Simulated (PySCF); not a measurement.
## Working out the electron affinity of Cs

Cs⁻ [Xe] 6s2 (1S) → Cs [Xe] 6s1 (2S). Calculation: PySCF 2.14, in x2c-TZVPPall with one added diffuse shell each of s, p, d type (12s8p7d2f1g, 94 functions); scalar relativity by spin-free X2C-1e. Frozen: [Kr] 4d10. Energies in hartree (1 hartree = 27.21139 eV):

```tsv
part	Cs⁻ (lower)	Cs (upper)
UHF	-7783.061895	-7783.064980
MP2 opposite-spin	-0.127886	-0.114182
MP2 same-spin	-0.041187	-0.039848
```

Question: What does Hartree-Fock give?

Answer: (-7783.064980) − (-7783.061895) = -0.003085 hartree = -0.084 eV.

Question: What do MP2 and SCS-MP2 (6/5 opposite-spin, 1/3 same-spin) give?

Answer: The opposite-spin parts differ by 0.373 eV and the same-spin parts by 0.036 eV. MP2: -0.084 + (0.373) + (0.036) = 0.325 eV. SCS-MP2: -0.084 + 1.2 × (0.373) + (0.036)/3 = 0.376 eV.

A first-order spin-orbit estimate adds 0.000 eV to MP2 (valence and next inner shell), giving 0.325 eV against 0.472 eV (measured; photodetachment measurements, as compiled on the Wikipedia data page of electron affinities).

What remains against the reference includes basis incompleteness, the frozen core and correlation beyond second order.
